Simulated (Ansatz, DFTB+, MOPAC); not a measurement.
Molecule: methanedithione, CS2, charge 0, multiplicity 1. SMILES: [S+]#C[S-]

Atoms: S1, C2, S3. Bonds: S1-C2, C2-S3.

Bond lengths (Å) and angles (degrees) optimised at PM6 with MOPAC; PM7 with MOPAC; SCC-DFTB with DFTB+; HF/STO-3G with Ansatz (a program for electronic structure); B3LYP/LANL2DZ with Ansatz; B3LYP/6-31G* with Ansatz, each started from the B3LYP-D3(BJ)/def2-TZVP structure (Ansatz) of the last column. A row stands for all coordinates that are equal there. 6-31G* holds six Cartesian d functions. No wavenumbers were computed at SCC-DFTB, HF/STO-3G, B3LYP/LANL2DZ, so these may be saddle points.

```
coordinate    PM6    PM7  SCC-DFTB  HF/STO-3G  B3LYP/LANL2DZ  B3LYP/6-31G*  B3LYP-D3(BJ)/def2-TZVP
----------  -----  -----  --------  ---------  -------------  ------------  ----------------------
S1-C2       1.531  1.523     1.561      1.532          1.601         1.563                   1.553
S1-C2-S3    180.0  180.0     180.0      180.0          180.0         180.0                   180.0
```

Mean signed difference of all 2 bond lengths from B3LYP-D3(BJ)/def2-TZVP: PM6 -0.022 Å, PM7 -0.030 Å, SCC-DFTB 0.008 Å, HF/STO-3G -0.021 Å, B3LYP/LANL2DZ 0.048 Å, B3LYP/6-31G* 0.010 Å.
